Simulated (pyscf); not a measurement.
H₂C=CH–CH₂–OH (SMILES C=CCO) → H₂C=CH–CH₂–OH (SMILES C=CCO) (group migration; singlet surface; C–O broken, C–O formed). PySCF, gas phase, ωB97X-D3(BJ)/def2-SVP geometries. MP2 and CC: frozen core, UHF for open shells. ΔMP2 is the change of the MP2 total energy from the triple- to the quadruple-zeta basis. Energies in kcal/mol from the reactant's lowest minimum found.

| level | barrier | reaction energy |
|---|---|---|
| PBE/def2-TZVP | 64.5 | 0.0 |
| PBE0-D3(BJ)/def2-TZVP | [?] | 0.0 |
| M06-2X/def2-TZVP | 78.6 | 0.0 |
| ωB97M-D3(BJ)/def2-TZVP | 73.8 | 0.0 |
| CCSD/def2-TZVPP | 79.2 | 0.0 |
| CCSD(T)/def2-TZVPP | 73.4 | 0.0 |
| CCSD(T)/def2-TZVPP + ΔMP2(QZVPP) | [?] | 0.0 |

Problem. Some entries are withheld; supply them.

Solution. 
- PBE0-D3(BJ)/def2-TZVP, barrier: 73.9
- CCSD(T)/def2-TZVPP + ΔMP2(QZVPP), barrier: 72.5

On the reactant side the descent ends in a point that may be a rotor saddle (no frequency run), 1.5 kcal/mol over the lowest minimum found and 74.6 kcal/mol under the saddle at ωB97X-D3(BJ)/def2-TZVP. On the product side the descent ends in a point that may be a rotor saddle (no frequency run), 1.5 kcal/mol over the lowest minimum found and 74.6 kcal/mol under the saddle at ωB97X-D3(BJ)/def2-TZVP. At ωB97X-D3(BJ)/def2-TZVP the barrier from the zero used here is 76.0 kcal/mol. H₂C=CH–CH₂–OH lies 10.6 kcal/mol over its isomer H₂C=C(CH₃)–OH (electronic energy, ωB97M-D3(BJ)/def2-TZVP). One saddle was located; it need not be the lowest between these sides. The CCSD(T) − MP2 part came from Ansatz, without density fitting, on the same reference.
